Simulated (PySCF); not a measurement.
## XPS shifts beside NMR shieldings

C6H7F.
Cartesian coordinates in Å at the PBE0-D3(BJ)/def2-SVP level; atoms count from 1:
```xyz
14
C6H7F angstrom
C     -1.2144   -0.1406    1.6150
C     -1.0865   -0.6121    0.3689
C     -0.1801   -0.1401   -0.6895
C     -0.4997   -0.3512   -1.9821
C      1.0765    0.5629   -0.3755
C      1.7834    0.5400    0.7568
F      1.5669    1.2483   -1.4174
H     -0.6056    0.6811    1.9978
H     -1.9677   -0.5584    2.2873
H     -1.7667   -1.4087    0.0470
H     -1.4146   -0.8851   -2.2492
H      0.1355    0.0122   -2.7907
H      2.7266    1.0849    0.8150
H      1.4455   -0.0397    1.6126
```

Binding energies: PySCF, delta-SCF UKS SCAN, pcX-2 on the ionised atom, pcseg-1 elsewhere, spin-free X2C. Shieldings: GIAO B97-2/pcSseg-2, non-relativistic, same geometry.

| atom | isotropic shielding (ppm) |
| --- | --- |
| C1 | 58.1 |
| C2 | 38.4 |
| C3 | 35.3 |
| C4 | 57.5 |
| C5 | 12.0 |
| C6 | 84.4 |

Problem. What are the C 1s binding energies of these atoms?

Solution. 
```json
{"atom": "C4", "environment": "terminal =CH2 carbon", "C 1s (eV)": "289.92", "isotropic shielding (ppm)": "57.5"}
{"atom": "C6", "environment": "terminal =CH2 carbon", "C 1s (eV)": "290.10", "isotropic shielding (ppm)": "84.4"}
{"atom": "C1", "environment": "terminal =CH2 carbon", "C 1s (eV)": "290.21", "isotropic shielding (ppm)": "58.1"}
{"atom": "C2", "environment": "alkene CH carbon", "C 1s (eV)": "290.90", "isotropic shielding (ppm)": "38.4"}
{"atom": "C3", "environment": "fully substituted alkene carbon", "C 1s (eV)": "291.13", "isotropic shielding (ppm)": "35.3"}
{"atom": "C5", "environment": "vinylic C–F carbon", "C 1s (eV)": "292.99", "isotropic shielding (ppm)": "12.0"}
```

Problem. Among the listed atoms, is the one with the highest binding energy also the least shielded?

Solution. Yes: C5 has both (292.99 eV, 12.0 ppm).

Over these 6 sites the two quantities correlate at r = -0.88. By binding energy: C4 < C6 < C1 < C2 < C3 < C5. By shielding: C5 < C3 < C2 < C4 < C1 < C6.

The unrestricted hole states depart most from a pure doublet (⟨S²⟩ = 0.75; over 0.85 named) for C 1s of C2 (0.94), C 1s of C3 (0.99) and C 1s of C5 (0.97), which makes these values less certain. Geometry: PBE0-D3(BJ)/def2-SVP, one conformer, isolated molecule.
